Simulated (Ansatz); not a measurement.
Start from `NB(O)CO` and change one atom or group to get `NCB(N)O`.

Ansatz, PBE0-D4/def2-TZVP geometries, multiplicity 1. Each molecule was computed in one conformer, which needn't be the lowest.

```tsv
property	`NB(O)CO`
LUMO energy (ωB97M-V/def2-TZVPP) / eV	1.72
LUMO energy (B3LYP/def2-TZVPP) / eV	0.03
LUMO energy (PBE/def2-TZVPP) / eV	-0.41
size of the dipole moment (PBE/def2-TZVPP) / D	4.28
size of the dipole moment (ωB97M-V/def2-TZVPP) / D	4.41
LUMO energy (PBE0/def2-TZVPP) / eV	0.41
```

Q: Give the same properties after the change, and the shifts. (An estimate is asked.)

A: Computed: 
| property | `NCB(N)O` | shift |
| --- | --- | --- |
| LUMO energy (ωB97M-V/def2-TZVPP) / eV | 2.08 | 0.36 |
| LUMO energy (B3LYP/def2-TZVPP) / eV | 0.42 | 0.39 |
| LUMO energy (PBE/def2-TZVPP) / eV | -0.03 | 0.38 |
| size of the dipole moment (PBE/def2-TZVPP) / D | 2.33 | -1.95 |
| size of the dipole moment (ωB97M-V/def2-TZVPP) / D | 2.42 | -1.99 |
| LUMO energy (PBE0/def2-TZVPP) / eV | 0.77 | 0.36 |

With PBE0 the HOMO rises by 0.14 eV and the LUMO rises by 0.36 eV, so the gap widens by about 0.22 eV. PBE moves the HOMO by -0.06 eV and ωB97M-V by 0.18 eV. Dipoles are sizes alone; their direction can turn.

B3LYP here is the variant with VWN-RPA as its local correlation; programs differ in this.
